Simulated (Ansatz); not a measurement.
Basis-set extrapolation for B₂ClH₅OSSi (`BO[Si](B)(S)Cl`) (PBE0-D4/def2-TZVP geometry, frozen core, Ansatz 0.2.0). Multiplicity 1, RHF reference.

|  | def2-TZVPP | def2-QZVPP |
| --- | --- | --- |
| HF | -1273.318159 | -1273.357303 |
| MP2 correlation | -0.931065 | -1.008029 |
| CCSD(T) correlation | -1.035641 | not run |

Energies in hartree. Use E(X) = E(∞) + A·exp(−7.88·√X) for Hartree–Fock and E(X) = E(∞) + B·X^(−2.97) for correlation, with X = 3 and 4, and add CCSD(T) minus MP2 of the smaller set to the MP2 limit.

Problem. What is the CCSD(T) energy at the basis-set limit?

Solution. HF limit: -1273.357303 + (-0.039144) × 0.13774 = -1273.36269. MP2 limit: -1.008029 + (-0.076964) × 0.74074 = -1.06504. Higher-order term: -1.035641 − (-0.931065) = -0.10458. Total: -1274.53231 hartree, 4.86 eV below CCSD(T)/def2-TZVPP.
